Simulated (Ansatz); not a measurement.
C3H7N, SMILES `[H]/N=C\CC` (C–C–C–N torsion 122°) (charge 0, multiplicity 1).

Method: PBE0/cc-pVTZ // PBE0-D3(BJ)/def2-TZVP (Ansatz, an electronic-structure program).

Ansatz 0.2 input:
```yaml
crystal:
  periodic: [false, false, false]
  atoms:
    - { symbol: C, position_ang: [-1.317738, -0.262855, 0.138775] }
    - { symbol: C, position_ang: [-0.017755, -0.25211, -0.65737] }
    - { symbol: C, position_ang: [0.967593, 0.730896, -0.107356] }
    - { symbol: N, position_ang: [2.140701, 0.512501, 0.306493] }
    - { symbol: H, position_ang: [-2.042174, -0.948091, -0.304941] }
    - { symbol: H, position_ang: [-1.14263, -0.575113, 1.170555] }
    - { symbol: H, position_ang: [-1.771268, 0.731128, 0.163906] }
    - { symbol: H, position_ang: [0.434299, -1.248644, -0.677819] }
    - { symbol: H, position_ang: [-0.23367, 0.025584, -1.696302] }
    - { symbol: H, position_ang: [0.610033, 1.766292, -0.051909] }
    - { symbol: H, position_ang: [2.372603, -0.479589, 0.214727] }
basis:
  gaussian: { orbitals: cc-pVTZ }
hamiltonian:
  xc: pbe0
```

Output:

```
Functional definition: PBE0
1117 factors; their error is unknown
mean field evaluation 1: about -4702.6553 eV, gradient 6.0e1 eV
mean field evaluation 2: about -4700.1775 eV, gradient 6.8e1 eV
mean field evaluation 4: about -4710.6123 eV, gradient 5.1e0 eV
mean field evaluation 8: about -4710.6665 eV, gradient 4.6e-2 eV
mean field evaluation 16: about -4710.6555 eV, gradient 3.2e-5 eV
mean field -4710.65547882 eV, -173.1133958496 hartree, gradient 3.2e-5 eV, S^2 0.000000; 0 other end points of the search recorded, 0 dependent functions left out
reference -4710.65550496 eV, -173.1133968102 hartree; 16, 16 occupied and 202, 202 virtual orbitals, 1117 factors
Total energy: -4710.65550496 eV, -173.1133968102 hartree
```
